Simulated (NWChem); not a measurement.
System: AgH$_{3}$SO; SMILES [OH2]->[Ag][SH]

Input file for NWChem:

```
start job
memory heap 200 mb stack 900 mb global 1100 mb
geometry units angstroms
  Ag    -0.053040    -0.140380     0.145126
  S      0.368041     1.521176    -1.418730
  H     -0.687029     2.271426    -1.136742
  O     -0.307581    -1.941226     1.686334
  H      0.162475    -2.011634     2.519210
  H     -0.625106    -2.815003     1.451814
end
basis spherical
  * library def2-svp
end
ecp
  Ag library def2-ecp
end
dft
  xc xpbe96 cpbe96
  disp vdw 4
  iterations 150
end
driver
  maxiter 120
end
task dft optimize
dft
  grid fine
  convergence energy 1d-8 density 1d-7
end
task dft freq numerical
```

Parts of the log:

```
             Northwest Computational Chemistry Package (NWChem) 7.3.0
             --------------------------------------------------------

 C1  symmetry detected

                             Geometry "geometry" -> ""
                             -------------------------

 Output coordinates in angstroms (scale by  1.889725989 to convert to a.u.)

  No.       Tag          Charge          X              Y              Z
 ---- ---------------- ---------- -------------- -------------- --------------
    1 Ag                  47.0000    -0.02657202    -0.19893288    -0.00207491
    2 S                   16.0000     0.09338415     2.11823840     0.00506044
    3 H                    1.0000    -1.21143469     2.34188838    -0.04965235
    4 O                    8.0000     0.06140779    -2.58123935     0.00383741
    5 H                    1.0000     0.17718016    -3.11683043     0.79081347
    6 H                    1.0000     0.29773090    -3.11711226    -0.75530659

 Effective nuclear repulsion energy (a.u.)     314.4412844835

                                Z-matrix (autoz)
                                --------

 Units are Angstrom for bonds and degrees for angles

      Type          Name      I     J     K     L     M      Value
      ----------- --------  ----- ----- ----- ----- ----- ----------
    1 Stretch                  1     2                       2.32029
    2 Stretch                  1     4                       2.38394
    3 Stretch                  2     3                       1.32498
    4 Stretch                  4     5                       0.95895
    5 Stretch                  4     6                       0.95881
    6 Bend                     1     2     3                96.74954
    7 Bend                     1     4     5               124.37623
    8 Bend                     1     4     6               124.44720
    9 Bend                     2     4     5               123.88088
   10 Bend                     2     4     6               123.87704
   11 Bend                     4     2     3                99.32765
   12 Bend                     5     4     6               107.93017
   13 Torsion                  1     4     5     6        -160.33658
   14 Torsion                  1     4     6     5         160.31920
   15 Torsion                  3     2     4     5        -101.02740
   16 Torsion                  3     2     4     6         105.14386
   17 Torsion                  2     3     1     4         179.73124
   18 Torsion                  2     1     5     4        -162.45574
   19 Torsion                  2     1     6     4         162.68992

                           NWChem Geometry Optimization
                           ----------------------------

 maximum gradient threshold         (gmax) =   0.000450
 rms gradient threshold             (grms) =   0.000300
 maximum cartesian step threshold   (xmax) =   0.001800
 rms cartesian step threshold       (xrms) =   0.001200
 fixed trust radius                (trust) =   0.300000
 source of zmatrix                         =   autoz

          -------------------
          Energy Minimization
          -------------------

 Using diagonal initial Hessian
 Scaling for Hessian diagonals: bonds = 1.00  angles = 0.25  torsions = 0.10

          --------
          Step   0

                                 NWChem DFT Module
                                 -----------------

 Summary of "ao basis" -> "ao basis" (spherical)
 ------------------------------------------------------------------------------
       Tag                 Description            Shells   Functions and Types
 ---------------- ------------------------------  ------  ---------------------
 Ag                         def2-svp                11       31   5s3p2d1f
 S                          def2-svp                 8       18   4s3p1d
 H                          def2-svp                 3        5   2s1p
 O                          def2-svp                 6       14   3s2p1d

            General Information
            -------------------
          SCF calculation type: DFT
          Wavefunction type:  closed shell.
          No. of atoms     :     6
          No. of electrons :    46
           Alpha electrons :    23
            Beta electrons :    23
          Charge           :     0
          Spin multiplicity:     1
          Use of symmetry is: off; symmetry adaption is: off
          Maximum number of iterations: 150
          AO basis - number of functions:    78
                     number of shells:    34
          Convergence on energy requested:  1.00D-06
          Convergence on density requested:  1.00D-05
          Convergence on gradient requested:  5.00D-04

[...]

      ----------------------
      Optimization converged
      ----------------------

  Step       Energy      Delta E   Gmax     Grms     Xrms     Xmax
  ---- ---------------- -------- -------- -------- -------- --------
@   16    -621.78942522 -1.1D-07  0.00010  0.00002  0.00053  0.00105
                                     ok       ok       ok       ok

                                Z-matrix (autoz)
                                --------

 Units are Angstrom for bonds and degrees for angles

      Type          Name      I     J     K     L     M      Value     Gradient
      ----------- --------  ----- ----- ----- ----- ----- ---------- ----------
    1 Stretch                  1     2                       2.30432    0.00010
    2 Stretch                  1     4                       2.24048   -0.00002
    3 Stretch                  2     3                       1.36534    0.00001
    4 Stretch                  4     5                       0.97679   -0.00000
    5 Stretch                  4     6                       0.97678   -0.00001
    6 Bend                     1     2     3                93.69570    0.00001
    7 Bend                     1     4     5               110.82925    0.00000
    8 Bend                     1     4     6               110.77351    0.00000
    9 Bend                     2     4     5               110.12195    0.00000
   10 Bend                     2     4     6               110.03773    0.00000
   11 Bend                     4     2     3                95.00595    0.00001
   12 Bend                     5     4     6               104.66060   -0.00001
   13 Torsion                  1     4     5     6        -119.45736   -0.00000
   14 Torsion                  1     4     6     5         119.49482   -0.00000
   15 Torsion                  3     2     4     5        -123.80611   -0.00001
   16 Torsion                  3     2     4     6         121.32531   -0.00000
   17 Torsion                  2     3     1     4        -179.80065    0.00001
   18 Torsion                  2     1     5     4        -173.63859    0.00000
   19 Torsion                  2     1     6     4         173.75701    0.00000

                         Geometry "geometry" -> "geometry"
                         ---------------------------------

 Output coordinates in angstroms (scale by  1.889725989 to convert to a.u.)

[...]

 Rotational Constants
 --------------------
 A=   4.749570 cm-1  (  6.833419 K)
 B=   0.064171 cm-1  (  0.092326 K)
 C=   0.063894 cm-1  (  0.091927 K)

 Temperature                      =   298.15K
 frequency scaling parameter      =   1.0000

 Zero-Point correction to Energy  =   20.096 kcal/mol  (  0.032025 au)
 Thermal correction to Energy     =   24.200 kcal/mol  (  0.038565 au)
 Thermal correction to Enthalpy   =   24.792 kcal/mol  (  0.039509 au)

 Total Entropy                    =   80.409 cal/mol-K
   - Translational                =   41.061 cal/mol-K (mol. weight = 157.8955)
   - Rotational                   =   23.920 cal/mol-K (symmetry #  =        1)
   - Vibrational                  =   15.428 cal/mol-K

 Cv (constant volume heat capacity) =   18.823 cal/mol-K
   - Translational                  =    2.979 cal/mol-K
   - Rotational                     =    2.979 cal/mol-K
   - Vibrational                    =   12.864 cal/mol-K

[normal modes left out]

 ----------------------------------------------------------------------------
 Normal Eigenvalue ||           Projected Infra Red Intensities
  Mode   [cm**-1]  || [atomic units] [(debye/angs)**2] [(KM/mol)] [arbitrary]
 ------ ---------- || -------------- ----------------- ---------- -----------
    1       -0.000 ||    0.000011           0.000         0.010       0.003
    2       -0.000 ||    0.001751           0.040         1.707       0.530
    3       -0.000 ||    0.000937           0.022         0.914       0.284
    4        0.000 ||    0.005863           0.135         5.715       1.775
    5        0.000 ||    0.011408           0.263        11.122       3.454
    6        0.000 ||    0.001723           0.040         1.679       0.522
    7       85.065 ||    0.006105           0.141         5.951       1.848
    8       85.672 ||    0.010202           0.235         9.945       3.089
    9      111.142 ||    0.052956           1.222        51.624      16.033
   10      280.563 ||    0.000764           0.018         0.745       0.231
   11      360.590 ||    0.028612           0.660        27.892       8.663
   12      401.925 ||    0.234505           5.410       228.607      71.000
   13      524.435 ||    0.003079           0.071         3.001       0.932
   14      602.675 ||    0.011022           0.254        10.744       3.337
   15     1570.987 ||    0.057602           1.329        56.153      17.440
   16     2593.519 ||    0.005979           0.138         5.828       1.810
   17     3676.217 ||    0.048922           1.129        47.691      14.812
   18     3771.085 ||    0.113085           2.609       110.240      34.238
 ----------------------------------------------------------------------------
```

Level: PBE-D3(BJ)/def2-SVP with def2 effective core potentials on Ag. def2 effective core potentials on Ag; no spin-orbit coupling.
